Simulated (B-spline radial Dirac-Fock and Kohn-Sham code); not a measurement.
**Isotope-shift constants of the inner levels of Br⁺**

System: Br⁺ in the configuration [Ar] 3d10 4s2 4p4.

Model: first-order field-shift and mass-shift constants from Dirac-Fock ground and hole states with a Fermi nucleus; the mass shift has no relativistic recoil terms. Program: a radial finite-basis atomic code. A binding energy shifts by δE = F·δ⟨r²⟩ + (K_N + K_S)·δ(1/M); F is taken for a change of radius at fixed skin thickness and so holds the higher radial moments.

```csv
level,F (meV/fm²),K_N (meV u),K_S (meV u)
K (1s),-13.34,-7419,3107
L1 (2s),-1.367,-993.8,-211.7
L2 (2p1/2),0.09949,-889.1,1053
L3 (2p3/2),0.1097,-863.0,986.7
M1 (3s),-0.2158,-154.1,-89.22
M2 (3p1/2),0.02119,-117.2,116.4
M3 (3p3/2),0.02294,-113.3,100.4
M4 (3d3/2),0.01769,-49.33,86.76
M5 (3d5/2),0.01750,-48.74,85.40
```

Line shifts in meV from A = 79 (mass 78.9183 u, rms radius 4.1629 fm); radii from Angeli and Marinova (2013).

| A | mass (u) | radius (fm) | Kα1 | Kα2 | Kβ1 | Lα1 |
| --- | --- | --- | --- | --- | --- | --- |
| 81 | 80.9163 | 4.1599 | ? | ? | ? | ? |

Question: What are the shifts for A = 81?

Answer: Kα1 +1.72 meV (field +0.34, mass +1.39); Kα2 +1.74 meV (field +0.34, mass +1.40); Kβ1 +1.68 meV (field +0.33, mass +1.35); Lα1 -0.03 meV (field 0.00, mass -0.03).

Values without a named source are computed, but for edge energies of neutral atoms, which are taken from tables.
